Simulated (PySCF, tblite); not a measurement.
Isomers of C6H10N2OSi, one GFN2-xTB conformer each. Single-point energies are computed at PBE0/pcSseg-1 (PySCF, gas phase, no added dispersion term), electronic only.

Question: Rank them by PBE0/pcSseg-1 energy, lowest first (kcal/mol).
A. `[CH3:1][C:2](=[O:3])[c:4]1[cH:5][n:6][n:7]([CH3:8])[c:9]1[SiH3:10]` with C1–C2–C4–C5 0°
B. `[CH2:1]=[C:2]([O:3][CH3:4])[SiH2:5]/[N:6]=[CH:7]/[CH2:8][C:9]#[N:10]` with C1–C2–O3–C4 3°, C1–C2–Si5–N6 -112°, C2–Si5–N6–C7 -94°, N6–C7–C8–C9 -112°

Answer: A (0.0), B (35.3).

As drawn, the lower has an aromatic ring, a C=O bond and an N–N linkage, which the higher lacks; the higher has a C≡N group, a C=N bond and a C=C bond outside aromatic rings, which the lower lacks. GFN2-xTB itself gives, in the same order: 0.0, 52.7. Both levels put the same isomer lowest.

Question: Which frontier levels, dipoles and rotational constants go with these structures?

Answer: 
```json
{"SMILES": "CC(=O)c1cnn(C)c1[SiH3]", "HOMO (eV, PBE0/pcSseg-1)": "-7.48", "LUMO (eV)": "-1.33", "dipole (D)": "1.56", "A, B, C (MHz)": "1675, 1057, 658.6"}
{"SMILES": "C=C(OC)[SiH2]/N=C/CC#N", "HOMO (eV, PBE0/pcSseg-1)": "-6.93", "LUMO (eV)": "-1.22", "dipole (D)": "2.28", "A, B, C (MHz)": "1486, 692.8, 518.8"}
```

Question: What happens when harmonic zero-point energies from GFN2-xTB frequencies are added?

Answer: 
```json
{"SMILES": "CC(=O)c1cnn(C)c1[SiH3]", "ZPE (kcal/mol)": "92.6", "electronic (kcal/mol)": "0.0", "with ZPE (kcal/mol)": "0.0"}
{"SMILES": "C=C(OC)[SiH2]/N=C/CC#N", "ZPE (kcal/mol)": "91.2", "electronic (kcal/mol)": "35.3", "with ZPE (kcal/mol)": "33.8"}
```

The zero-point energies span 1.4 kcal/mol. The order is unchanged.
